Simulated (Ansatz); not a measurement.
**Molecular dynamics of Ti12H**

The input (input.yaml):

```yaml
crystal:
  lattice:
    - [5.9, 0.0, 0.0]
    - [-4.425, 7.664325, 0.0]
    - [0.0, 0.0, 4.6846]
  atoms:
    - { symbol: Ti, position: [0.00446367, 0.00321546, -0.00274963] }
    - { symbol: Ti, position: [0.16832106, 0.22546302, 0.49743675] }
    - { symbol: Ti, position: [0.00236366, 0.33261217, 0.00052498] }
    - { symbol: Ti, position: [0.16488165, 0.55559713, 0.49729793] }
    - { symbol: Ti, position: [0.0049044, 0.66265551, -0.00017142] }
    - { symbol: Ti, position: [0.17265279, 0.89350464, 0.49874663] }
    - { symbol: Ti, position: [0.50136673, 0.00041227, 0.0013713] }
    - { symbol: Ti, position: [0.66392551, 0.22311443, 0.49761808] }
    - { symbol: Ti, position: [0.49829271, 0.33055811, 0.00085119] }
    - { symbol: Ti, position: [0.66201576, 0.55269106, 0.50144891] }
    - { symbol: Ti, position: [0.49335245, 0.66220679, 0.00020581] }
    - { symbol: Ti, position: [0.66253479, 0.89301979, 0.49954108] }
    - { symbol: H, position: [0.83256782, 0.77867664, 0.74734599] }
basis:
  ecutwfc: 420.0
kpoints:
  mp_grid: { grid: [2, 2, 2] }
hamiltonian:
  xc: pbe
scf:
  occupations: { method: fermi_dirac, width: 0.05 }
  lower_state_search: "off"
md:
  timestep: 0.5
  n_steps: 90
  ensemble: nvt_langevin
  temperature: 600.0
  initial_velocities: maxwell_boltzmann
  seed: 533655
  friction: 0.02
```

Command:

```bash
$ ansatz run input.yaml --threads 1 --pin off --max-ram 3072MiB --backend cpu --events-out ev --progress --plain --runs-dir out
```

It starts from a relaxed structure.

Output, in part (step lines):

```
md step     0: t =     0.00 fs  T =   553.8 K  F+E_penalty+E_count = -30012.07111651 eV  E_kin = 0.930672 eV  (8 SCF iters)
md step     1: t =     0.50 fs  T =   558.3 K  F+E_penalty+E_count = -30012.07086401 eV  E_kin = 0.938113 eV  (6 SCF iters)
md step     2: t =     1.00 fs  T =   528.3 K  F+E_penalty+E_count = -30012.06889994 eV  E_kin = 0.887667 eV  (6 SCF iters)
md step     3: t =     1.50 fs  T =   504.8 K  F+E_penalty+E_count = -30012.06538870 eV  E_kin = 0.848202 eV  (6 SCF iters)
md step     4: t =     2.00 fs  T =   494.7 K  F+E_penalty+E_count = -30012.06079995 eV  E_kin = 0.831310 eV  (6 SCF iters)
md step     5: t =     2.50 fs  T =   504.6 K  F+E_penalty+E_count = -30012.05524759 eV  E_kin = 0.847860 eV  (4 SCF iters)
md step     6: t =     3.00 fs  T =   483.5 K  F+E_penalty+E_count = -30012.04821511 eV  E_kin = 0.812468 eV  (4 SCF iters)
md step     7: t =     3.50 fs  T =   430.3 K  F+E_penalty+E_count = -30012.04011850 eV  E_kin = 0.723042 eV  (4 SCF iters)
md step     8: t =     4.00 fs  T =   428.2 K  F+E_penalty+E_count = -30012.03140690 eV  E_kin = 0.719619 eV  (4 SCF iters)
md step     9: t =     4.50 fs  T =   415.7 K  F+E_penalty+E_count = -30012.02184215 eV  E_kin = 0.698480 eV  (4 SCF iters)
md step    10: t =     5.00 fs  T =   394.5 K  F+E_penalty+E_count = -30012.01211713 eV  E_kin = 0.662929 eV  (6 SCF iters)
md step    11: t =     5.50 fs  T =   380.8 K  F+E_penalty+E_count = -30012.00249608 eV  E_kin = 0.639879 eV  (4 SCF iters)
md step    12: t =     6.00 fs  T =   378.7 K  F+E_penalty+E_count = -30011.99249645 eV  E_kin = 0.636280 eV  (4 SCF iters)
md step    13: t =     6.50 fs  T =   353.7 K  F+E_penalty+E_count = -30011.98191304 eV  E_kin = 0.594339 eV  (4 SCF iters)
md step    14: t =     7.00 fs  T =   334.0 K  F+E_penalty+E_count = -30011.97092779 eV  E_kin = 0.561214 eV  (4 SCF iters)
md step    15: t =     7.50 fs  T =   312.8 K  F+E_penalty+E_count = -30011.96016392 eV  E_kin = 0.525565 eV  (4 SCF iters)
md step    16: t =     8.00 fs  T =   299.4 K  F+E_penalty+E_count = -30011.94990488 eV  E_kin = 0.503133 eV  (4 SCF iters)
md step    17: t =     8.50 fs  T =   298.5 K  F+E_penalty+E_count = -30011.94004440 eV  E_kin = 0.501629 eV  (4 SCF iters)
md step    18: t =     9.00 fs  T =   307.2 K  F+E_penalty+E_count = -30011.93007145 eV  E_kin = 0.516235 eV  (4 SCF iters)
md step    19: t =     9.50 fs  T =   312.2 K  F+E_penalty+E_count = -30011.91998239 eV  E_kin = 0.524641 eV  (4 SCF iters)
md step    20: t =    10.00 fs  T =   294.6 K  F+E_penalty+E_count = -30011.91050429 eV  E_kin = 0.495011 eV  (6 SCF iters)
md step    21: t =    10.50 fs  T =   306.6 K  F+E_penalty+E_count = -30011.90230795 eV  E_kin = 0.515281 eV  (4 SCF iters)
md step    22: t =    11.00 fs  T =   277.5 K  F+E_penalty+E_count = -30011.89596034 eV  E_kin = 0.466312 eV  (4 SCF iters)
md step    23: t =    11.50 fs  T =   276.3 K  F+E_penalty+E_count = -30011.89261589 eV  E_kin = 0.464288 eV  (4 SCF iters)
md step    24: t =    12.00 fs  T =   304.5 K  F+E_penalty+E_count = -30011.89240865 eV  E_kin = 0.511632 eV  (4 SCF iters)
md step    25: t =    12.50 fs  T =   282.3 K  F+E_penalty+E_count = -30011.89347510 eV  E_kin = 0.474306 eV  (4 SCF iters)
md step    26: t =    13.00 fs  T =   320.7 K  F+E_penalty+E_count = -30011.89445374 eV  E_kin = 0.538897 eV  (4 SCF iters)
md step    27: t =    13.50 fs  T =   309.3 K  F+E_penalty+E_count = -30011.89545151 eV  E_kin = 0.519679 eV  (4 SCF iters)
md step    28: t =    14.00 fs  T =   307.6 K  F+E_penalty+E_count = -30011.89578698 eV  E_kin = 0.516921 eV  (4 SCF iters)
md step    29: t =    14.50 fs  T =   290.6 K  F+E_penalty+E_count = -30011.89529625 eV  E_kin = 0.488271 eV  (5 SCF iters)
md step    30: t =    15.00 fs  T =   304.1 K  F+E_penalty+E_count = -30011.89449131 eV  E_kin = 0.511056 eV  (6 SCF iters)
md step    31: t =    15.50 fs  T =   300.2 K  F+E_penalty+E_count = -30011.89299044 eV  E_kin = 0.504446 eV  (4 SCF iters)
md step    32: t =    16.00 fs  T =   279.7 K  F+E_penalty+E_count = -30011.89101480 eV  E_kin = 0.470071 eV  (4 SCF iters)
md step    33: t =    16.50 fs  T =   286.1 K  F+E_penalty+E_count = -30011.88814915 eV  E_kin = 0.480765 eV  (4 SCF iters)
md step    34: t =    17.00 fs  T =   270.9 K  F+E_penalty+E_count = -30011.88486865 eV  E_kin = 0.455140 eV  (5 SCF iters)
md step    35: t =    17.50 fs  T =   303.1 K  F+E_penalty+E_count = -30011.88159857 eV  E_kin = 0.509240 eV  (5 SCF iters)
md step    36: t =    18.00 fs  T =   321.6 K  F+E_penalty+E_count = -30011.87756360 eV  E_kin = 0.540492 eV  (4 SCF iters)
md step    37: t =    18.50 fs  T =   320.0 K  F+E_penalty+E_count = -30011.87265799 eV  E_kin = 0.537684 eV  (4 SCF iters)
md step    38: t =    19.00 fs  T =   334.0 K  F+E_penalty+E_count = -30011.86702244 eV  E_kin = 0.561201 eV  (4 SCF iters)
md step    39: t =    19.50 fs  T =   344.8 K  F+E_penalty+E_count = -30011.86076009 eV  E_kin = 0.579413 eV  (4 SCF iters)
md step    40: t =    20.00 fs  T =   361.7 K  F+E_penalty+E_count = -30011.85344534 eV  E_kin = 0.607862 eV  (6 SCF iters)
md step    41: t =    20.50 fs  T =   364.8 K  F+E_penalty+E_count = -30011.84479427 eV  E_kin = 0.612963 eV  (4 SCF iters)
md step    42: t =    21.00 fs  T =   350.1 K  F+E_penalty+E_count = -30011.83502797 eV  E_kin = 0.588268 eV  (4 SCF iters)
md step    43: t =    21.50 fs  T =   357.7 K  F+E_penalty+E_count = -30011.82437278 eV  E_kin = 0.601144 eV  (5 SCF iters)
md step    44: t =    22.00 fs  T =   367.5 K  F+E_penalty+E_count = -30011.81268600 eV  E_kin = 0.617458 eV  (4 SCF iters)
md step    45: t =    22.50 fs  T =   324.0 K  F+E_penalty+E_count = -30011.80037082 eV  E_kin = 0.544468 eV  (4 SCF iters)
md step    46: t =    23.00 fs  T =   328.6 K  F+E_penalty+E_count = -30011.78795399 eV  E_kin = 0.552200 eV  (4 SCF iters)
md step    47: t =    23.50 fs  T =   317.9 K  F+E_penalty+E_count = -30011.77545984 eV  E_kin = 0.534272 eV  (4 SCF iters)
md step    48: t =    24.00 fs  T =   350.3 K  F+E_penalty+E_count = -30011.76205588 eV  E_kin = 0.588685 eV  (4 SCF iters)
md step    49: t =    24.50 fs  T =   306.4 K  F+E_penalty+E_count = -30011.74825796 eV  E_kin = 0.514912 eV  (4 SCF iters)
md step    50: t =    25.00 fs  T =   301.8 K  F+E_penalty+E_count = -30011.73607213 eV  E_kin = 0.507076 eV  (6 SCF iters)
md step    51: t =    25.50 fs  T =   321.1 K  F+E_penalty+E_count = -30011.72433723 eV  E_kin = 0.539531 eV  (4 SCF iters)
md step    52: t =    26.00 fs  T =   339.2 K  F+E_penalty+E_count = -30011.71263162 eV  E_kin = 0.570012 eV  (4 SCF iters)
md step    53: t =    26.50 fs  T =   319.7 K  F+E_penalty+E_count = -30011.70225175 eV  E_kin = 0.537244 eV  (4 SCF iters)
md step    54: t =    27.00 fs  T =   335.1 K  F+E_penalty+E_count = -30011.69289634 eV  E_kin = 0.563102 eV  (4 SCF iters)
md step    55: t =    27.50 fs  T =   339.6 K  F+E_penalty+E_count = -30011.68349425 eV  E_kin = 0.570587 eV  (4 SCF iters)
md step    56: t =    28.00 fs  T =   342.5 K  F+E_penalty+E_count = -30011.67465095 eV  E_kin = 0.575563 eV  (4 SCF iters)
md step    57: t =    28.50 fs  T =   332.7 K  F+E_penalty+E_count = -30011.66686067 eV  E_kin = 0.559140 eV  (4 SCF iters)
md step    58: t =    29.00 fs  T =   339.5 K  F+E_penalty+E_count = -30011.65908520 eV  E_kin = 0.570448 eV  (4 SCF iters)
md step    59: t =    29.50 fs  T =   366.1 K  F+E_penalty+E_count = -30011.65090742 eV  E_kin = 0.615124 eV  (4 SCF iters)
md step    60: t =    30.00 fs  T =   354.9 K  F+E_penalty+E_count = -30011.64328127 eV  E_kin = 0.596313 eV  (6 SCF iters)
md step    61: t =    30.50 fs  T =   371.5 K  F+E_penalty+E_count = -30011.63626263 eV  E_kin = 0.624243 eV  (4 SCF iters)
md step    62: t =    31.00 fs  T =   400.4 K  F+E_penalty+E_count = -30011.62896181 eV  E_kin = 0.672895 eV  (4 SCF iters)
md step    63: t =    31.50 fs  T =   436.6 K  F+E_penalty+E_count = -30011.62157299 eV  E_kin = 0.733647 eV  (4 SCF iters)
md step    64: t =    32.00 fs  T =   463.4 K  F+E_penalty+E_count = -30011.61353821 eV  E_kin = 0.778759 eV  (4 SCF iters)
md step    65: t =    32.50 fs  T =   464.3 K  F+E_penalty+E_count = -30011.60448650 eV  E_kin = 0.780196 eV  (4 SCF iters)
md step    66: t =    33.00 fs  T =   456.5 K  F+E_penalty+E_count = -30011.59566916 eV  E_kin = 0.767056 eV  (4 SCF iters)
md step    67: t =    33.50 fs  T =   432.0 K  F+E_penalty+E_count = -30011.58815330 eV  E_kin = 0.725867 eV  (4 SCF iters)
md step    68: t =    34.00 fs  T =   403.5 K  F+E_penalty+E_count = -30011.58184065 eV  E_kin = 0.678107 eV  (4 SCF iters)
md step    69: t =    34.50 fs  T =   390.1 K  F+E_penalty+E_count = -30011.57550200 eV  E_kin = 0.655472 eV  (4 SCF iters)
md step    70: t =    35.00 fs  T =   371.2 K  F+E_penalty+E_count = -30011.56957773 eV  E_kin = 0.623727 eV  (6 SCF iters)
md step    71: t =    35.50 fs  T =   344.0 K  F+E_penalty+E_count = -30011.56433372 eV  E_kin = 0.578073 eV  (4 SCF iters)
md step    72: t =    36.00 fs  T =   336.8 K  F+E_penalty+E_count = -30011.55899022 eV  E_kin = 0.565878 eV  (4 SCF iters)
md step    73: t =    36.50 fs  T =   323.8 K  F+E_penalty+E_count = -30011.55374875 eV  E_kin = 0.544119 eV  (4 SCF iters)
md step    74: t =    37.00 fs  T =   316.3 K  F+E_penalty+E_count = -30011.54903760 eV  E_kin = 0.531503 eV  (4 SCF iters)
md step    75: t =    37.50 fs  T =   328.6 K  F+E_penalty+E_count = -30011.54496133 eV  E_kin = 0.552099 eV  (4 SCF iters)
md step    76: t =    38.00 fs  T =   295.1 K  F+E_penalty+E_count = -30011.54114835 eV  E_kin = 0.495843 eV  (4 SCF iters)
md step    77: t =    38.50 fs  T =   299.6 K  F+E_penalty+E_count = -30011.53788145 eV  E_kin = 0.503511 eV  (4 SCF iters)
md step    78: t =    39.00 fs  T =   327.5 K  F+E_penalty+E_count = -30011.53518463 eV  E_kin = 0.550281 eV  (5 SCF iters)
md step    79: t =    39.50 fs  T =   331.5 K  F+E_penalty+E_count = -30011.53244759 eV  E_kin = 0.557071 eV  (4 SCF iters)
md step    80: t =    40.00 fs  T =   356.9 K  F+E_penalty+E_count = -30011.53033467 eV  E_kin = 0.599729 eV  (6 SCF iters)
md step    81: t =    40.50 fs  T =   346.8 K  F+E_penalty+E_count = -30011.52849317 eV  E_kin = 0.582732 eV  (5 SCF iters)
md step    82: t =    41.00 fs  T =   323.7 K  F+E_penalty+E_count = -30011.52619582 eV  E_kin = 0.543961 eV  (4 SCF iters)
md step    83: t =    41.50 fs  T =   324.1 K  F+E_penalty+E_count = -30011.52398386 eV  E_kin = 0.544609 eV  (4 SCF iters)
md step    84: t =    42.00 fs  T =   302.4 K  F+E_penalty+E_count = -30011.52193378 eV  E_kin = 0.508119 eV  (4 SCF iters)
md step    85: t =    42.50 fs  T =   324.7 K  F+E_penalty+E_count = -30011.51996632 eV  E_kin = 0.545651 eV  (4 SCF iters)
md step    86: t =    43.00 fs  T =   321.4 K  F+E_penalty+E_count = -30011.51758549 eV  E_kin = 0.540018 eV  (4 SCF iters)
md step    87: t =    43.50 fs  T =   335.7 K  F+E_penalty+E_count = -30011.51490033 eV  E_kin = 0.564134 eV  (4 SCF iters)
md step    88: t =    44.00 fs  T =   357.8 K  F+E_penalty+E_count = -30011.51287389 eV  E_kin = 0.601305 eV  (4 SCF iters)
md step    89: t =    44.50 fs  T =   358.0 K  F+E_penalty+E_count = -30011.51085427 eV  E_kin = 0.601601 eV  (4 SCF iters)
md step    90: t =    45.00 fs  T =   407.0 K  F+E_penalty+E_count = -30011.50795659 eV  E_kin = 0.683913 eV  (6 SCF iters)
```

All steps were run. The mean temperature of the second half is 41 % below the set value. A run of 0.045 ps of so small a system gives no equilibrium averages. Limits of this set-up: coarse k mesh, odd electron count without spin.

Mean squared displacements from the first frame to the last, about the centre of mass: Ti 0.02 Å², H 0.00 Å².

Last frame:

```xyz
13
Lattice="5.9000 0.0000 0.0000 -4.4250 7.6643 0.0000 0.0000 0.0000 4.6846" Properties=species:S:1:pos:R:3
Ti -0.120 0.037 0.045
Ti -0.014 1.705 2.339
Ti -1.434 2.450 -0.028
Ti -1.531 4.164 2.433
Ti -2.946 5.030 -0.140
Ti -2.954 6.876 2.443
Ti 3.010 0.047 0.084
Ti 2.915 1.658 2.387
Ti 1.438 2.519 -0.052
Ti 1.486 4.374 2.210
Ti -0.172 4.981 0.039
Ti -0.140 6.816 2.213
H 1.420 5.886 3.478
```

The run took 8.8 min on 1 thread of Arm Neoverse V1 (shared host), peak memory 0.58 GiB.
